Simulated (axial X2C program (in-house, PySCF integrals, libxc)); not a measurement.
**Ionising TaN**

Computed with an in-house relativistic program for diatomic molecules, spin-free (one-electron X2C) or two-component (2c: spin–orbit coupling with atomic mean-field Coulomb and Gaunt terms, which also bring small scalar terms), in Dyall basis sets with cores contracted in-house; open shells are unrestricted.

Basis sets: N dyall-av3z, Ta dyall-cv3z.

```
Hamiltonian  level       TaN state  Re (Å)  ωe (cm⁻¹)  De (eV)
  spin-free   PBE0  M_S = 0, Λ = 0   1.661     1162.3     6.45
         2c   PBE0           Ω = 0   1.660     1160.5      n/a
```

Adiabatic ionisation energy (minimum to minimum, no zero-point term) and constants of TaN⁺:

```csv
Hamiltonian,level,TaN⁺ state,IE (eV),Re (Å),ωe (cm⁻¹),De (eV),fragments
spin-free,PBE0,"M_S = 1/2, Λ = 0",8.23,1.640,1166.9,5.35,Ta+ + N
2c,PBE0,Ω = 1/2,8.23,1.639,1162.8,n/a,Ta+ + N
```

Task: Add the zero-point terms to the ionisation energy at PBE0, 2c, and say whether the electron removed was bonding.

Result: IE0 = IE + (ωe⁺ − ωe)/2 = 8.23 + (0.000) = 8.23 eV. Re changes by -0.021 Å, so the bond shortens, as on loss of an antibonding or a polarising non-bonding electron.

Each entry is the lowest single determinant of a limited PBE0 search at one distance. De goes to single-determinant-based atoms at the same level (for ions the charge split of lowest energy) and is withheld (n/a) where an atom does not fit its ground term or J level. Main or longest-lived isotopes. One determinant is a doubtful description, or other states lie close, for TaN, TaN⁺; these need not be ground states, and all values refer to the states named. The functionals have no current term, which raises determinants with orbital currents.
